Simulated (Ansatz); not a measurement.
Geometry optimisation, Ansatz, RKS B3LYP-D4/STO-3G.

input.yaml

```yaml
crystal:
  periodic: [false, false, false]
  atoms:
    - { symbol: C, position_ang: [-1.9691, 0.551, -0.8327] }
    - { symbol: Al, position_ang: [-0.7309, -0.9204, -0.7822] }
    - { symbol: C, position_ang: [0.7083, -0.9065, 0.5685] }
    - { symbol: O, position_ang: [0.3046, -0.9136, 1.8846] }
    - { symbol: Si, position_ang: [1.8509, 0.5748, 0.3006] }
    - { symbol: H, position_ang: [-1.467, 1.556, -1.0352] }
    - { symbol: H, position_ang: [-2.7243, 0.4261, -1.6547] }
    - { symbol: H, position_ang: [-2.5109, 0.6835, 0.1198] }
    - { symbol: H, position_ang: [-0.8475, -2.1073, -1.7766] }
    - { symbol: H, position_ang: [1.3505, -1.8218, 0.4494] }
    - { symbol: H, position_ang: [-0.3393, -0.1111, 2.0187] }
    - { symbol: H, position_ang: [2.4312, 0.5501, -1.0228] }
    - { symbol: H, position_ang: [1.0147, 1.8404, 0.472] }
    - { symbol: H, position_ang: [2.9157, 0.5695, 1.3193] }
basis:
  gaussian: { orbitals: STO-3G }
hamiltonian:
  xc: b3lyp
  dispersion: d4
relax:
  f_tol: 0.02
  max_steps: 40
scf:
  lower_state_search: "off"
```

Command:

```bash
$ ansatz run input.yaml --threads 1 --pin off --max-ram 2048MiB --backend cpu --events-out ev --progress --plain --runs-dir out
```

Where does it end, and by what steps?

It converged. Limits of this set-up: minimal basis. After 15 steps the energy has fallen by 0.582 eV; H9 moved furthest, 0.94 Å.

| step | energy less start (eV) | largest force component (eV/Å) | accepted |
| --- | --- | --- | --- |
| 0 | 0.0000 | 5.470 | yes |
| 1 | -0.4810 | 1.794 | yes |
| 2 | -0.5470 | 0.404 | yes |
| 3 | -0.5503 | 0.280 | yes |
| 4 | -0.5607 | 0.106 | yes |
| 5 | -0.5627 | 0.096 | yes |
| 6 | -0.5667 | 0.080 | yes |
| 7 | -0.5708 | 0.199 | yes |
| 8 | -0.5741 | 0.140 | yes |
| 9 | -0.5787 | 0.083 | yes |
| 10 | -0.5783 | 0.155 | no |
| 11 | -0.5805 | 0.035 | yes |
| 12 | -0.5812 | 0.042 | yes |
| 13 | -0.5815 | 0.044 | yes |
| 14 | -0.5818 | 0.030 | yes |
| 15 | -0.5819 | 0.013 | yes |

```xyz
14
Properties=species:S:1:pos:R:3
C -2.201 0.352 -0.736
Al -0.622 -0.716 -0.907
C 0.622 -0.751 0.573
O -0.001 -0.581 1.926
Si 2.087 0.445 0.311
H -1.973 1.418 -0.880
H -2.974 0.094 -1.471
H -2.659 0.265 0.259
H -0.297 -1.457 -2.171
H 1.072 -1.763 0.624
H -0.474 0.330 1.829
H 2.653 0.254 -1.007
H 1.615 1.810 0.388
H 3.137 0.272 1.290
```

Whether the end is a true minimum wasn't checked by a vibrational analysis.

Time of the run: 16 s on 1 thread of AMD EPYC 9R45 96-Core Processor (Zen 5) (shared host), peak memory 0.16 GiB.
